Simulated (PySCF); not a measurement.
**Two-component Hartree-Fock for Mn⁺ (manganese, charge +1)**

Start: [Ar] 3d4 4s1 5s1; 3d5/2 filled at m_j = -1/2, +1/2, +3/2, +5/2; 4s1/2 filled at m_j = +1/2; 5s1/2 filled at m_j = +1/2. Calculated with PySCF 2.14 in x2c-SVPall-2c with one added diffuse shell each of s, d type (6s5p4d1f, 48 functions): generalised Hartree-Fock with the X2C-1e Hamiltonian and a Gaussian nucleus; one run each with spin-orbit coupling (SO) switched off, then screened by Boettger's factors. This is a chosen level, not necessarily the ground level.

```json
{"spinor shell": "1s1/2", "electrons": "2", "ε, spin-free (eV)": "-6620.2", "ε, screened SO (eV)": "-6620.2", "weight of nominal j (screened SO)": "1.000", "rms radius, screened SO (bohr)": "0.0704"}
{"spinor shell": "2s1/2", "electrons": "2", "ε, spin-free (eV)": "-827.34", "ε, screened SO (eV)": "-827.35", "weight of nominal j (screened SO)": "1.000", "rms radius, screened SO (bohr)": "0.302"}
{"spinor shell": "2p1/2", "electrons": "2", "ε, spin-free (eV)": "-701.24", "ε, screened SO (eV)": "-708.43", "weight of nominal j (screened SO)": "0.984", "rms radius, screened SO (bohr)": "0.271"}
{"spinor shell": "2p3/2", "electrons": "4", "ε, spin-free (eV)": "-701.24", "ε, screened SO (eV)": "-697.72", "weight of nominal j (screened SO)": "0.992", "rms radius, screened SO (bohr)": "0.274"}
{"spinor shell": "3s1/2", "electrons": "2", "ε, spin-free (eV)": "-127.38", "ε, screened SO (eV)": "-127.39", "weight of nominal j (screened SO)": "1.000", "rms radius, screened SO (bohr)": "0.912"}
{"spinor shell": "3p3/2", "electrons": "4", "ε, spin-free (eV)": "-89.063", "ε, screened SO (eV)": "-89.349", "weight of nominal j (screened SO)": "0.832", "rms radius, screened SO (bohr)": "0.979"}
{"spinor shell": "3p1/2", "electrons": "2", "ε, spin-free (eV)": "-89.063", "ε, screened SO (eV)": "-88.515", "weight of nominal j (screened SO)": "0.663", "rms radius, screened SO (bohr)": "0.976"}
{"spinor shell": "3d5/2", "electrons": "4", "ε, spin-free (eV)": "-38.359", "ε, screened SO (eV)": "-38.350", "weight of nominal j (screened SO)": "0.690", "rms radius, screened SO (bohr)": "1.15"}
{"spinor shell": "4s1/2", "electrons": "1", "ε, spin-free (eV)": "-20.301", "ε, screened SO (eV)": "-20.302", "weight of nominal j (screened SO)": "1.000", "rms radius, screened SO (bohr)": "2.96"}
{"spinor shell": "5s1/2", "electrons": "1", "ε, spin-free (eV)": "-6.634", "ε, screened SO (eV)": "-6.634", "weight of nominal j (screened SO)": "1.000", "rms radius, screened SO (bohr)": "6.74"}
```

```json
{"quantity": "E (hartree)", "spin-free": "-1156.39201", "screened SO": "-1156.40071"}
{"quantity": "M_J", "spin-free": "5", "screened SO": "5"}
{"quantity": "⟨J²⟩", "spin-free": "30.004", "screened SO": "30.005"}
{"quantity": "⟨L²⟩", "spin-free": "6.004", "screened SO": "6.008"}
{"quantity": "⟨S²⟩", "spin-free": "12.000", "screened SO": "11.997"}
```

Each row is a mean over spinors that exchange with the open shell spreads, by up to 14.456 eV (3p3/2).

Rows whose weight is well below 1 are mixtures of j = l ± 1/2: exchange outweighs spin-orbit coupling there, and the label is only the starting occupation.

Without spin-orbit coupling the j labels of p, d and f shells carry no meaning; the spin-free column gives the mean over the occupied spinors of each nl shell.
